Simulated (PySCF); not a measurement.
Compound: C₅H₆ClNSi.
Numbering: `[CH3:1][Si@:2]1([Cl:3])[CH2:4][CH:5]=[C:6]1[C:7]#[N:8]` (hydrogens: H9, H10, H11 on C1; H12, H13 on C4; H14 on C5)

Structure optimised with GFN2-xTB, isolated species.

(1) What internal coordinates does the optimisation give?

Answers

(1) 
```json
{"bond": "C1–Si2", "length (Å)": "1.894", "order": "single"}
{"bond": "Si2–Cl3", "length (Å)": "2.020", "order": "single"}
{"bond": "Si2–C4", "length (Å)": "1.937", "order": "single"}
{"bond": "C4–C5", "length (Å)": "1.501", "order": "single"}
{"bond": "C5=C6", "length (Å)": "1.345", "order": "double"}
{"bond": "C6–C7", "length (Å)": "1.393", "order": "single"}
{"bond": "C7≡N8", "length (Å)": "1.150", "order": "triple"}
{"bond": "Si2–C6", "length (Å)": "1.917", "order": "single"}
{"bond": "C1–H9, C1–H10, C1–H11", "length (Å)": "1.086", "order": "single"}
{"bond": "C4–H12", "length (Å)": "1.089", "order": "single"}
{"bond": "C4–H13", "length (Å)": "1.089", "order": "single"}
{"bond": "C5–H14", "length (Å)": "1.078", "order": "single"}
```

Bonds in one row agree within 0.01 Å and their mean is given. Orders are formal, as drawn. A selection of angles:
```json
{"angle": "C1–Si2–Cl3", "degrees": "111.7"}
{"angle": "C1–Si2–C4", "degrees": "118.0"}
{"angle": "C1–Si2–C6", "degrees": "117.3"}
{"angle": "Cl3–Si2–C4", "degrees": "116.2"}
{"angle": "Cl3–Si2–C6", "degrees": "116.5"}
{"angle": "C4–Si2–C6", "degrees": "72.3"}
{"angle": "Si2–C4–C5", "degrees": "88.2"}
{"angle": "C4–C5–C6", "degrees": "105.9"}
{"angle": "C5–C6–C7", "degrees": "129.7"}
{"angle": "Si2–C6–C5", "degrees": "93.7"}
{"angle": "Si2–C6–C7", "degrees": "136.6"}
{"angle": "C6–C7–N8", "degrees": "177.3"}
```

Torsions: C1–Si2–C4–C5 -111° (anticlinal); Si2–C4–C5–C6 -1° (synperiplanar); C4–C5–C6–C7 180° (antiperiplanar); C1–Si2–C6–C5 112° (anticlinal).

The 4-membered ring Si2–C4–C5–C6 has internal angles of 72.3° to 105.9° (sum 360°, against 360° for a flat polygon); it is planar, 0.00 Å rms from its mean plane, widest ring torsion 1°. The C–Si distances run from 1.894 Å (C1–Si2, drawn single) to 1.937 Å (Si2–C4, drawn single), a spread of 0.043 Å. Si2 (chlorine-bound silicon) has angles from 72.3° to 118.0°. The C–C distances run from 1.345 Å (C5=C6, drawn double) to 1.501 Å (C4–C5, drawn single), a spread of 0.156 Å.

Point group: C1 (no symmetry element, even within 0.4 Å). No frequency check.

All values are computed, not measured.
